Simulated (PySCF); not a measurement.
## 17O chemical shifts

No solvent, non-relativistic, rapidly exchanging positions averaged, a single conformation. Geometry: GFN2-xTB; GIAO PBE0/pcSseg-1 shieldings; PySCF 2.14.0 with density-fitted response routines.

Shieldings were converted by a linear fit to measured shifts: 17O (scatter 10.7 ppm rms, 12.2 ppm with the 3 outliers that the fit left out vs liquid water, solution or neat liquid). Occasional misses reach two or three times the rms, and more in compound classes unlike the fitted ones.

**Question.** Give the 17O shifts of `[SiH3]N([SiH3])[C@]1([SiH3])C=CO[SiH2]1`, `[SiH3]Oc1cncnn1`.

**Answer.** 
```
                               compound                                   environment  δ (ppm)
[SiH3]N([SiH3])[C@]1([SiH3])C=CO[SiH2]1  oxygen bonded to C, Si, in a 5-membered ring     71.9
                        [SiH3]Oc1cncnn1                        oxygen bonded to C, Si     66.6
```

**Question.** Match the shifts 96.5, 42.8, 11.8 ppm to `O=[P@@]1(N([SiH3])[SiH3])C=CCC1`, `CCN1C[C@@H](OC)C=N1`, `C=N[Si@H](P)O[Si](C)(C)C`.

**Answer.** 96.5: O=[P@@]1(N([SiH3])[SiH3])C=CCC1 (P=O oxygen); 42.8: C=N[Si@H](P)O[Si](C)(C)C (oxygen bonded to 2 Si); 11.8: CCN1C[C@@H](OC)C=N1 (ether oxygen).
